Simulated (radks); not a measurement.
Sc2+, configuration [Ar] 3d1. Method: non-relativistic Kohn-Sham, XLYP, spin-polarised, spherical densities, point nucleus; open shells are filled with parallel spins first; computed with a radial shooting solver on a logarithmic mesh with Libxc functionals. Some entries of the table are withheld. Estimate them.

orbital  occ.  eigenvalue (eV)  <1/r> (bohr^-1)  <r> (bohr)
1s down     1        -4389.411            20.54     0.07358
1s up       1        -4389.404            20.54     0.07358
2s up       1        -485.2303            4.248      0.3462
2s down     1        -484.9909            4.250      0.3461
2p up       3        -403.5563            4.183      0.3086
2p down     3        -403.3717            4.184      0.3085
3s up       1              (1)            1.297       1.080
3s down     1              (2)            1.297       1.080
3p up       3         -49.2006            1.175       1.165
3p down     3         -48.3140            1.175       1.166
3d up       1         -18.4247              (3)       1.570
3d down     0         -17.6755              (4)       1.600
4s up       0         -16.2955           0.4287       3.067
4p up       0         -12.1781           0.3676       3.569

Answer. 
(1) 3s up eigenvalue (eV): -70.0096
(2) 3s down eigenvalue (eV): -69.1110
(3) 3d up <1/r> (bohr^-1): 0.8421
(4) 3d down <1/r> (bohr^-1): 0.8311
